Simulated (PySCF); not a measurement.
This PySCF input asks for the NMR shieldings of `[SiH2]1CCCBN1C1=CC1`, C₆H₁₂BNSi; the geometry comes from GFN2-xTB.

```python
import basis_set_exchange as bse
import numpy as np
from pyscf import gto, dft
from pyscf.prop import nmr

atoms = """
B     0.249638    1.389753   -0.049614
C     1.815521    1.261812    0.151200
C     2.427149   -0.120279   -0.087356
C     1.790839   -1.181587    0.808133
Si   -0.052454   -1.374786    0.421872
N    -0.592117    0.256470    0.024050
C    -1.931248    0.394891   -0.188902
C    -2.991588    1.087728   -0.488211
C    -3.211212   -0.376404   -0.194500
H    -0.244876    2.437478   -0.238584
H     2.044278    1.566406    1.179216
H     2.332912    1.987058   -0.482862
H     3.505293   -0.082822    0.100102
H     2.289520   -0.397465   -1.135623
H     1.937311   -0.896839    1.851387
H     2.305125   -2.133350    0.673007
H    -0.824236   -1.832963    1.581166
H    -0.289873   -2.222431   -0.754235
H    -3.473426    1.994274   -0.753665
H    -3.667832   -0.675802    0.744966
H    -3.427645   -1.064199   -1.007314
"""
names = dict.fromkeys(["B", "C", "Si", "N", "H"], "pcSseg-1")
basis = {el: gto.basis.parse(bse.get_basis(n, elements=[el], fmt="nwchem")) for el, n in names.items()}
mol = gto.M(atom=atoms, basis=basis, charge=0, verbose=0)
mf = dft.RKS(mol, xc="PBE0")
mf.grids.level = 2
mf.grids.alignment = dft.numint.BLKSIZE   # the property module wants whole blocks of grid points
mf.conv_tol = 1e-9
mf.kernel()

calc = nmr.RKS(mf)   # GIAO
C = mf.mo_coeff
Co = C[:, mf.mo_occ > 0]
resp = mf.gen_response(singlet=True, hermi=2)
def vind(x):   # induced exchange potential for any number of trial vectors
    d = np.einsum("pi,xij,qj->xpq", C, 2 * x.reshape(-1, C.shape[1], Co.shape[1]), Co, optimize=True)
    return np.einsum("xpq,pi,qj->xij", resp(d - d.transpose(0, 2, 1)), C, Co, optimize=True).ravel()
mo1, _ = nmr.rhf.solve_mo1(calc, with_cphf=vind)
sigma = calc.kernel(mo1)
for i, s in enumerate(sigma):   # ppm
    w = np.linalg.eigvalsh((s + s.T) / 2)
    print("%2d %-2s iso %8.1f  s11 %8.1f  s22 %8.1f  s33 %8.1f" % (i, mol.atom_pure_symbol(i), w.mean(), *w))
```

**Question.** Give the expected output.

**Answer.** 
```
 0 B  iso     48.5  s11     -1.1  s22     37.0  s33    109.6
 1 C  iso    162.8  s11    142.1  s22    169.1  s33    177.2
 2 C  iso    165.7  s11    160.1  s22    167.9  s33    169.2
 3 C  iso    174.3  s11    160.5  s22    172.8  s33    189.6
 4 Si iso    381.0  s11    360.4  s22    370.5  s33    412.1
 5 N  iso    133.3  s11      5.6  s22    132.4  s33    262.1
 6 C  iso     54.6  s11    -81.4  s22    111.9  s33    133.4
 7 C  iso    107.4  s11      0.2  s22    141.4  s33    180.5
 8 C  iso    175.6  s11    142.6  s22    151.0  s33    233.0
 9 H  iso     25.6  s11     24.1  s22     24.2  s33     28.6
10 H  iso     30.9  s11     27.0  s22     29.2  s33     36.5
11 H  iso     30.0  s11     25.0  s22     28.1  s33     36.9
12 H  iso     29.6  s11     23.6  s22     28.2  s33     37.0
13 H  iso     30.3  s11     26.6  s22     28.4  s33     35.7
14 H  iso     30.7  s11     26.7  s22     28.7  s33     36.8
15 H  iso     30.7  s11     25.9  s22     27.9  s33     38.1
16 H  iso     26.6  s11     22.9  s22     25.5  s33     31.6
17 H  iso     26.6  s11     22.7  s22     25.3  s33     31.8
18 H  iso     26.1  s11     22.8  s22     24.6  s33     30.8
19 H  iso     30.2  s11     25.5  s22     26.8  s33     38.3
20 H  iso     30.2  s11     25.4  s22     26.9  s33     38.2
```

These numbers come from an equivalent density-fitted implementation of the same equations, which agrees with the script to about 0.01 ppm for H and up to a few tenths of a ppm for heavy atoms, so last digits may differ.

Size and cost of the density-fitted run: 220 basis functions, 2.2 min wall time on 1 thread of an Intel Xeon, shared host; peak memory 1.1 GiB.
